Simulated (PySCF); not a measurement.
hydrogen telluride cation (H2Te), SMILES [TeH2] (connectivity only; charge and spin as stated), charge +1, multiplicity 2.

The structure is a stationary point at B3LYP-D3(BJ)/def2-TZVPD. The multiplicity is an assumed one; other spin states were not compared. The def2 effective core potentials stand for the cores of Te; spin–orbit coupling is left out.

Level of theory: B3LYP-D3(BJ)/def2-TZVPD (PySCF).

Frequencies are harmonic and unscaled.

Computed vibrational spectrum:
```
mode  ν (cm⁻¹)  IR (km/mol)  moving atoms (share of kinetic energy)
----  --------  -----------  --------------------------------------
1          885          1.8                                  H 99 %
2         2105          2.2                                  H 99 %
3         2109          4.7                                  H 99 %
```
